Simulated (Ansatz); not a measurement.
A set of 12 reactions (ligand exchange), with CCSD(T)/CBS values in kJ/mol:

| reaction | ΔE |
| --- | --- |
| `BSB(O)Cl` + `[SiH3]N[SiH3]` → `BN([SiH3])[SiH3]` + `OB(S)Cl` | -51.0 |
| `[SiH3][Te]CCl` + `[OH][GeH]([OH])[OH]` → `[OH][GeH]([OH])[O][SiH3]` + `ClC[TeH]` | -40.7 |
| `C[SiH](F)BS` + `O[SiH2]O` → `C[SiH](F)O[SiH2]O` + `BS` | -153.3 |
| `[Cl][Zr]([Br])([Br])[Br]` + HBr → `[Br][Zr]([Br])([Br])[Br]` + HCl | -4.0 |
| `[F][GeH2][AlH2]` + `C[SiH2]N` → `C[SiH2][NH][AlH2]` + `[F][GeH3]` | -90.3 |
| `[CH3][In]([F])[SiH3]` + `O[SiH3]` → `[CH3][In]([F])[O][SiH3]` + SiH₄ | -19.6 |
| `[CH3][Al]([Cl])[Cl]` + H–F → `[F][Al]([Cl])[Cl]` + CH₄ | -170.0 |
| `[OH][Zr]([OH])([OH])[I]` + HCl → `[OH][Zr]([OH])([OH])[Cl]` + HI | -4.7 |
| `[NH2][Ga]([SH])[SH]` + NH₃ → `[NH2][Ga]([NH2])[SH]` + H₂S | 56.2 |
| `[OH][Mg][OH]` + CH₃OH → `C[O][Mg][OH]` + H₂O | -1.1 |
| `BN([SiH3])[SiH2]F` + HCl → `BN([SiH3])[SiH2]Cl` + H–F | 39.6 |
| `FC1OCN1[SiH3]` + `NC(O)(F)F` → `OC(F)(F)N[SiH3]` + `FC1NCO1` | 1.6 |

Program: Ansatz. Geometries: PBE0-D4/def2-TZVP. ΔE: electronic, gas phase. CCSD(T)/CBS is the MP2 limit (def2-TZVPP, def2-QZVPP) plus CCSD(T) − MP2 in def2-TZVPP, frozen cores. This one scheme is used for every species. DFT in def2-TZVPP. B3LYP here is the variant with VWN-RPA as its local correlation; programs differ in this. Elements past krypton have def2 core potentials. For Br, Ga, Ge, I, In, Mg, Te, Zr outer-core shells are correlated without core-valence functions, which leaves a few kJ/mol of doubt a bond. Scalar relativity is left out up to krypton. Each species was taken in one conformer, which may not be the lowest.

Task: Give the mean, mean absolute and largest difference (level minus CCSD(T)/CBS, kJ/mol) for: PBE-D4, r2SCAN-D4, B3LYP-D4, ωB97X-V, B2PLYP, PBE0, B3LYP, HF/def2-TZVPP, CCSD/def2-TZVPP, CCSD(T)/def2-TZVPP, HF/def2-QZVPP, MP2/def2-QZVPP, SCS-MP2/def2-QZVPP, CCSD/CBS(def2). (Estimate.)

Result: Computed: 
| level | mean | mean absolute | largest |
| --- | --- | --- | --- |
| PBE-D4 | 7.9 | 9.5 | 23.0 |
| r2SCAN-D4 | 2.2 | 3.8 | 10.3 |
| B3LYP-D4 | 0.6 | 3.5 | 7.9 |
| ωB97X-V | 0.6 | 2.7 | 6.1 |
| B2PLYP | -0.4 | 3.3 | -8.2 |
| PBE0 | 6.5 | 7.4 | 21.8 |
| B3LYP | 1.4 | 5.4 | 11.2 |
| HF/def2-TZVPP | -5.3 | 9.7 | -27.1 |
| CCSD/def2-TZVPP | -1.4 | 3.2 | -9.9 |
| CCSD(T)/def2-TZVPP | -0.6 | 1.8 | -6.3 |
| HF/def2-QZVPP | -6.3 | 10.8 | -29.3 |
| MP2/def2-QZVPP | -1.2 | 3.2 | -9.4 |
| SCS-MP2/def2-QZVPP | -2.9 | 4.0 | -9.1 |
| CCSD/CBS(def2) | -0.7 | 1.6 | -3.8 |

The largest T1 diagnostic in the set is 0.016, for `[OH][Zr]([OH])([OH])[Cl]` (customary mark 0.02).

CCSD(T)/CBS is a level of theory with its own doubt, and the functionals carry their triple-zeta basis error, so these figures describe this set and don't rank the functionals.
